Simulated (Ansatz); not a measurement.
Start from `C=C(S)CF` and change one atom or group to get `C=C(S)[SiH2][SiH3]`.

Ansatz, PBE0-D4/def2-TZVP geometries, multiplicity 1. Each molecule was computed in one conformer, which needn't be the lowest.

| property | `C=C(S)CF` |
| --- | --- |
| size of the dipole moment (PBE/def2-TZVPP) / D | 1.09 |
| HOMO–LUMO gap (ωB97M-V/def2-TZVPP) / eV | 10.82 |
| LUMO energy (PBE/def2-TZVPP) / eV | -1.26 |
| HOMO–LUMO gap (PBE/def2-TZVPP) / eV | 4.51 |
| size of the dipole moment (ωB97M-V/def2-TZVPP) / D | 1.09 |
| size of the dipole moment (B3LYP/def2-TZVPP) / D | 1.12 |

Problem. Give the same properties after the change, and the shifts. (An estimate is asked.)

Solution. The calculation gave: 
```
                                          property  `C=C(S)[SiH2][SiH3]`  shift
    size of the dipole moment (PBE/def2-TZVPP) / D                  1.09   0.00
           HOMO–LUMO gap (ωB97M-V/def2-TZVPP) / eV                 10.17  -0.65
                 LUMO energy (PBE/def2-TZVPP) / eV                 -1.56  -0.30
               HOMO–LUMO gap (PBE/def2-TZVPP) / eV                  4.07  -0.44
size of the dipole moment (ωB97M-V/def2-TZVPP) / D                  1.16   0.07
  size of the dipole moment (B3LYP/def2-TZVPP) / D                  1.12   0.00
```

With PBE0 the HOMO rises by 0.21 eV and the LUMO falls by 0.36 eV, so the gap narrows by about 0.57 eV. PBE moves the HOMO by 0.15 eV and ωB97M-V by 0.25 eV. Dipoles are sizes alone; their direction can turn.

B3LYP here is the variant with VWN-RPA as its local correlation; programs differ in this.
